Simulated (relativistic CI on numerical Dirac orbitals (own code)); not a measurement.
Ag⁴⁺ (4d7) in a crystal field

Calculated by Dirac-Coulomb-Breit CI, separate exchange-only KLI orbitals for each configuration, model QED (radiative potential, 1s self-energy scaled to tabulated hydrogen-like ionisation energies), valence Slater integrals scaled by 0.85, one configuration in a parametric crystal field (own radial code).

Field parameters in Wybourne normalisation: Oh B⁴₀ = 21Dq, B⁴₄ = √(5/14) B⁴₀. The field is a parameter set, without covalency.

S is read from ⟨S²⟩ = S(S + 1).

Powder χT (cm³ K mol⁻¹) by Van Vleck's formula, with temperature-independent terms:

```
                Field    2 K    5 K   10 K   20 K   50 K  100 K  200 K  300 K
 Oh, 10Dq = 7250 cm⁻¹   2.17   2.18    2.2   2.24   2.36   2.57   2.98   3.36
Oh, 10Dq = 13050 cm⁻¹      2   2.01   2.03   2.07   2.18   2.36   2.72   3.05
Oh, 10Dq = 18850 cm⁻¹  0.867   0.87  0.874  0.883   0.91  0.955   1.05   1.16
Oh, 10Dq = 24650 cm⁻¹  0.565  0.566  0.566  0.568  0.573  0.582  0.598  0.615
Oh, 10Dq = 30450 cm⁻¹  0.501  0.501  0.502  0.503  0.507  0.513  0.525  0.536
Oh, 10Dq = 36250 cm⁻¹  0.473  0.474  0.474  0.475  0.478  0.483  0.492  0.502
Oh, 10Dq = 42050 cm⁻¹  0.457  0.457  0.458  0.458  0.461  0.465  0.473  0.481
```

For Oh, 10Dq = 13050 cm⁻¹: what effective moment follows at 300 K?

μ_eff = √(8χT) = 4.94 μB. The ground level has S = 1.49; the spin-only moment for S = 3/2 is 3.88 μB. The difference comes from the orbital moment, spin-orbit mixing of terms and temperature-independent paramagnetism, all larger in this ionic model than in covalent complexes.
